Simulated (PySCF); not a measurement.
H₆MgSi₂, SMILES [SiH3][Mg][SiH3].

The structure is a stationary point at TPSSh-D3(BJ)/def2-SVP.

Level of theory: C-PCM-PBE0/def2-SVP (PySCF 2.14.0).

The values are the electrostatic part of the solvation free energy, E(continuum) − E(gas) at the gas-phase geometry, in a cavity of scaled van der Waals radii (PySCF's table); cavitation and dispersion terms are not included. A continuum can't describe solvent molecules that bind to the metal. In vacuum the orbital gap is 5.26 eV. The dipole moment in vacuum is 0.00 D.

```json
[
 {"solvent": "water", "ε": "78.36", "ΔG(elec) (kcal/mol)": "-10.2", "dipole (D)": "0.00", "gap (eV)": "5.79"},
 {"solvent": "tetrahydrofuran", "ε": "7.43", "ΔG(elec) (kcal/mol)": "-8.6", "dipole (D)": "0.00", "gap (eV)": "5.71"},
 {"solvent": "N,N-dimethylformamide", "ε": "37.22", "ΔG(elec) (kcal/mol)": "-10.0", "dipole (D)": "0.00", "gap (eV)": "5.78"}
]
```
